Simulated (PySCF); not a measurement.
Shieldings and the share of exact exchange

Molecule: `[BH3-][NH2+]CC`, C₂H₁₀BN.

Numbering as in the mapped SMILES `[BH3-:1][NH2+:2][CH2:3][CH3:4]`; H(Xn) means a hydrogen on atom n.

GIAO shieldings (ppm, equivalent atoms averaged) in PySCF 2.14.0 with density-fitted response routines on the PBE0-D3(BJ)/def2-SVP geometry, basis pcSseg-2, gas phase, non-relativistic:

| functional | exact exchange (%) | σ(B1) | σ(N2) | σ(C3) |
| --- | --- | --- | --- | --- |
| BLYP | 0 | 113.6 | 178.1 | 123.5 |
| BP86 | 0 | 117.1 | 185.8 | 128.9 |
| PBE | 0 | 116.9 | 184.9 | 128.9 |
| B3LYP | 20 | 117.5 | 187.1 | 129.8 |
| PBE0 | 25 | 121.3 | 195.3 | 136.1 |
| mPW1PW91 | 25 | 121.1 | 194.9 | 135.6 |
| HF | 100 | 129.9 | 211.1 | 148.7 |

Problem. Fit each shielding as a line in the percentage of exact exchange.

Solution. σ(B1) = 116.2 + 0.14 x (rms 1.5 ppm); σ(N2) = 184.1 + 0.28 x (rms 3.4 ppm); σ(C3) = 127.8 + 0.22 x (rms 2.4 ppm). The functionals also differ in their semilocal parts, which the line can't hold; Hartree–Fock has no correlation at all.

Problem. What does the line predict for BHandHLYP (50 %), and what does the run give?

Solution. σ(B1): 123.2 predicted, 122.4 computed; σ(N2): 198.1 predicted, 197.4 computed; σ(C3): 138.8 predicted, 137.5 computed ppm.
